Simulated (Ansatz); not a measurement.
Cost and result up the ladder for N-butyl-N-methylpyrrolidinium dicyanamide (C11H20N4) (35 atoms). Total charge 0; singlet. Geometry: PBE-D4/def2-SVP.

```xyz
35

C    -1.886    2.765    2.706
C    -0.755    1.881    2.180
C    -1.132    1.129    0.894
C     0.027    0.252    0.444
N    -0.179   -0.517   -0.854
C    -1.348   -1.451   -0.719
C     1.082   -1.350   -1.165
C     1.242   -1.267   -2.673
C     0.882    0.198   -2.945
C    -0.344    0.422   -2.059
H    -2.182    3.535    1.961
H    -1.584    3.295    3.631
H    -2.791    2.167    2.944
H     0.153    2.496    1.991
H    -0.458    1.142    2.956
H    -1.416    1.869    0.111
H    -2.036    0.514    1.091
H     0.225   -0.528    1.202
H     0.966    0.829    0.319
H    -1.156   -2.100    0.166
H    -1.413   -2.063   -1.637
H    -2.276   -0.863   -0.602
H     1.933   -0.858   -0.646
H     0.939   -2.353   -0.725
H     0.551   -1.955   -3.205
H     2.273   -1.528   -2.978
H     1.716    0.857   -2.625
H     0.662    0.422   -4.006
H    -1.280    0.135   -2.574
H    -0.456    1.458   -1.695
N     0.189   -2.968    1.642
C     1.245   -2.507    1.953
N     2.399   -2.002    2.297
C     2.883   -0.987    1.620
N     3.321   -0.069    0.999
```

Ansatz on 2 threads of AMD EPYC 7R13 on a shared host and a share (18 GiB) of an NVIDIA H100 80GB HBM3. Times are rough, and most runs start from the orbitals of an earlier one. CAM-B3LYP-D4/def2-TZVP serves as the yardstick here, not as an exact answer. Differences are given only for rows in sets of like size (and for xTB, whose basis is part of the method), since another set adds its own error. Binding counts from free atoms at the same level (C triplet, N quartet, H doublet; other spins of the atoms weren't run), without zero-point energy or a counterpoise term.

Correlated methods freeze 15 core orbitals. The rows differ in basis, and correlated rows in double-zeta sets carry the largest basis error. Single mean-field runs in def2-TZVP are fitted with def2-universal-jkfit.

Correlated methods converge slowly with the basis, most of all in double-zeta sets.

```csv
level,functions,wall time,binding energy per atom (eV),difference from CAM-B3LYP-D4/def2-TZVP (eV)
HF/STO-3G,95,2.6 s,3.56,–
CAM-B3LYP-D4/def2-TZVP,585,4.3 s,4.32,0.00
PBE-D4/def2-SVP,310,4.4 s,4.49,–
LDA (SPW92)/def2-TZVP,585,4.6 s,4.97,0.65
PBE0-D4/def2-TZVP,585,4.9 s,4.34,0.02
PBE-D4/def2-TZVP (with forces),585,6 s,4.44,0.12
B97M-V/def2-TZVP,585,6 s,4.29,-0.03
PBE0-D4/def2-SVP,310,7 s,4.39,–
r2SCAN-D4/def2-TZVP (with forces),585,7.5 s,4.30,-0.02
MP2/def2-TZVP,585,9 s,4.22,-0.10
CCSD(T)/def2-SVP,310,37 s,4.11,–
```
